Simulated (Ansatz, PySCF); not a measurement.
Gas-phase reaction (SMILES): CO[Si](Br)(Br)Br [tribromo(methoxy)silane] + N (NH3) → N[Si](Br)(Br)Br + CO (CH4O) [methanol]; ammonia cleaves one Si-O bond, a model of a ligand-exchange step.

Structures are relaxed separately at B3LYP-D3(BJ)/def2-TZVP in Ansatz (a program for electronic structure), one conformer each, not searched for the lowest. Correlated levels leave the core frozen unless marked. Spin-orbit coupling is left out. The frozen core is the preceding noble-gas configuration, with the filled d and f shells of earlier blocks. No relativistic terms. CBS(X,Y): correlation extrapolated as X^-3; Hartree-Fock from the larger set. Thermal terms are rigid-rotor harmonic-oscillator values from B3LYP-D3(BJ) frequencies (Ansatz or PySCF) at 298.15 K and 1 atm. 1 Eh = 627.5095 kcal/mol.

```tsv
species	E, CCSD(T)/CBS(def2-TZVPP,def2-QZVPP) (Ansatz) (Eh)	E, PBE/def2-TZVPD (Ansatz) (Eh)	H - E (Eh)
CO[Si](Br)(Br)Br	-8122.33817	-8125.90165	0.05684
N (NH3)	-56.50503	-56.51037	0.03799
N[Si](Br)(Br)Br	-8063.21387	-8066.76445	0.03882
CO (CH4O)	-115.61116	-115.63215	0.05533
```

Task: Work out ΔE and ΔH at 298.15 K at the first level, then ΔH at the second.

Result: 
1. ΔE = [(-8063.21387) + (-115.61116)] - [(-8122.33817) + (-56.50503)] = 0.01817 Eh = 11.4 kcal/mol at CCSD(T)/CBS(def2-TZVPP,def2-QZVPP).
2. The terms H - E add up to -0.00068 Eh, so ΔH = (0.01817 + (-0.00068))×627.5095 = 11.0 kcal/mol.
3. At PBE/def2-TZVPD the same steps give ΔE = 9.7 and ΔH = 9.2 kcal/mol, a shift of -1.8 from the first level.
4. These values are not checked against measurement here, since the tables used lack a sound gas-phase enthalpy of formation for at least one species.
